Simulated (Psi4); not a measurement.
C$_{4}$H$_{10}$As, doublet, at a GFN2-xTB geometry. Base run: R2SCAN/STO-3G (Psi4 1.11).

The Psi4 input:
```
memory 2 GB

molecule {
0 2
  C    -1.39971709   -0.02774727    1.36922598
  C    -0.97812280    0.12996158    0.02429981
  C    -1.15233389    1.53356131   -0.53733861
  C    -1.49034675   -0.93643955   -0.93293301
  As    1.18561052   -0.16271413    0.00291320
  H    -1.39896124    0.80490829    2.04952295
  H    -1.64575139   -0.99849019    1.76069133
  H    -2.21201114    1.76154937   -0.65414947
  H    -0.67256403    1.62200928   -1.51394067
  H    -0.71436310    2.27203018    0.13412416
  H    -1.00997176   -0.84356970   -1.90882687
  H    -2.56686577   -0.83152136   -1.06945470
  H    -1.28979208   -1.93286927   -0.53933096
  H     1.39548342    0.69269203    1.21828712
  H     1.11277329   -1.37318878    0.88741642
}

set basis sto-3g
set reference uks

energy('r2scan')
print_variables()
```

The base run was repeated with changes; each row names its change, and settings that it needs were set with it.

```json
[
 {"change": "base", "ΔE vs base (eV)": "0.00", "point group used": "c1", "SCF cycles": "11"},
 {"change": "molecule keys = symmetry c1", "ΔE vs base (eV)": "0.00", "point group used": "c1", "SCF cycles": "11"},
 {"change": "molecule keys = symmetry c1, no_reorient, no_com", "ΔE vs base (eV)": "0.00", "point group used": "c1", "SCF cycles": "11"},
 {"change": "molecule keys = no_reorient", "ΔE vs base (eV)": "0.00", "point group used": "c1", "SCF cycles": "11"},
 {"change": "jitter_ang = 0.002", "ΔE vs base (eV)": "0.00", "point group used": "c1", "SCF cycles": "11"}
]
```

Open shells are given as the SCF converged; they aren't shown to be the lowest states, and a large step between rows can be another state.
